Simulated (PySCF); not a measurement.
# Gallium: highly charged ions in a basis for the neutral atom

Ga¹¹⁺ [Ar] 3d2, Ga¹²⁺ [Ar] 3d1. Computed with PySCF 2.14 in cc-pVDZ-DK, with scalar relativity by spin-free X2C-1e. No spin-orbit coupling, so a gap to NIST mixes the basis error with missing relativistic terms.

Changed run: basis of the neutral atom used for a highly charged ion. This setting is unsound on purpose.

```csv
species,method,sound run (hartree),changed run (hartree),converged
Ga¹¹⁺,UHF,not run,-1889.38878,yes
Ga¹¹⁺,TPSS,not run,-1890.43346,yes
Ga¹¹⁺,B3LYP,not run,-1890.36832,yes
Ga¹²⁺,UHF,not run,-1877.69393,yes
Ga¹²⁺,TPSS,not run,-1878.67716,yes
Ga¹²⁺,B3LYP,not run,-1878.60696,yes
```

Ionisation energy of Ga¹¹⁺:

| method | changed run (eV) | NIST (eV) |
| --- | --- | --- |
| UHF | 318.23 | 319 ± 2.5 |
| TPSS | 319.91 | 319 ± 2.5 |
| B3LYP | 320.04 | 319 ± 2.5 |

The contracted functions were made for the neutral atom and can be too rigid for a highly charged ion.
